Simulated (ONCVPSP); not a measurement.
# arsenic: excitation energies, all-electron against ONCV

ONCVPSP 4.0.1 input, shortened (lines: element, Z, core and valence counts, functional; n l f; lmax; l rc ep ncon nbas qcut; lloc lpopt rc5 dvloc0; l nproj debl; icmod fcfact rcfact), PBEsol, scalar-relativistic:

```
  As 33.00    3    5  -116133      upf
    1    0    2.00
    2    0    2.00
    2    1    6.00
    3    0    2.00
    3    1    6.00
    3    2   10.00
    4    0    1.00
    4    1    4.00
    2
    0    1.00    0.00    3    7   12.60
    1    1.10    0.00    4    8   12.70
    2    1.20    0.00    3    8   15.70
    4    2    0.85    1.00
    0    2    3.30
    1    2    0.60
    2    2    3.70
    3    4.25    1.00
```

Energies are relative to the spin-unpolarised reference configuration 3s2 3p6 3d10 4s1 4p4; without spin polarisation the order of configurations can differ from experiment.

| valence configuration | charge | ΔE all-electron (eV) | error AE − PS (meV) |
| --- | --- | --- | --- |
| 3s2 3p6 3d10 4s2 4p3 | 0 | -9.425 | -0.1 |
| 3s2 3p6 3d10 4s2 4p2 | +1 | -0.267 | -0.9 |
| 3s2 3p6 3d10 4s2 4p0 | +3 | 45.398 | -4.8 |

Task: What are ΔE and the potential's error for 3s2 3p6 3d10 4s2 4p1?

Result: ΔE = 17.675 eV all-electron; the error (AE − PS) is -2.4 meV.

Levels in the configuration 3s2 3p6 3d10 4s2 4p2:

```csv
level,all-electron (eV),pseudo (eV)
3s,-199.691,-199.668
3p,-143.251,-143.239
3d,-50.407,-50.399
4s,-23.382,-23.380
4p,-13.357,-13.356
```
